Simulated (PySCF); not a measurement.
# HGa(OH) + HCl → GaHCl + H₂O

Level: PBE0 in the def2-TZVP basis family, all electrons, no relativity, computed in PySCF with density fitting; open shells unrestricted.

| species | state and structure | E (Eh) | ZPE (kJ/mol) | H(298 K) − H(0) (kJ/mol) | S° (J/(mol K)) |
| --- | --- | --- | --- | --- | --- |
| HGa(OH) | doublet, Cs, Ga–H 1.600 Å, Ga–O 1.798 Å, O–H 0.959 Å; Ga–O–H 115.6°, H–Ga–O 113.8° | -2000.96049 | 48.3 | 11.8 | 263.8 |
| HCl | singlet, C∞v, H–Cl 1.279 Å | -460.66440 | 17.9 | 8.7 | 186.6 |
| GaHCl | doublet, Cs, Ga–Cl 2.168 Å, Ga–H 1.604 Å; Cl–Ga–H 115.6° | -2385.27294 | 16.0 | 11.3 | 270.0 |
| H₂O | singlet, C2v, O–H 0.960 Å (×2); H–O–H 105.1° | -76.37736 | 56.5 | 9.9 | 188.7 |

(1) What is the electronic reaction energy?

(2) Add zero-point, thermal and entropy terms for 298.15 K and 1 bar.

Results:

(1) At PBE0/def2-TZVP, ΔE = -66.7 kJ/mol from the differences of the total energies times 2625.5, downhill. 

(2) ΔZPE = 6.3 and Δ[H(298) − H(0)] = 0.7 kJ/mol give ΔH° = -59.7 kJ/mol. ΔS° = 8.3 J/(mol K), so ΔG° = -59.7 − 298.15 × (0.0083) = -62 kJ/mol and log₁₀K = 10.9.

Only the bonding shown was studied: isomers, or loss of a ligand pair, can lie lower.
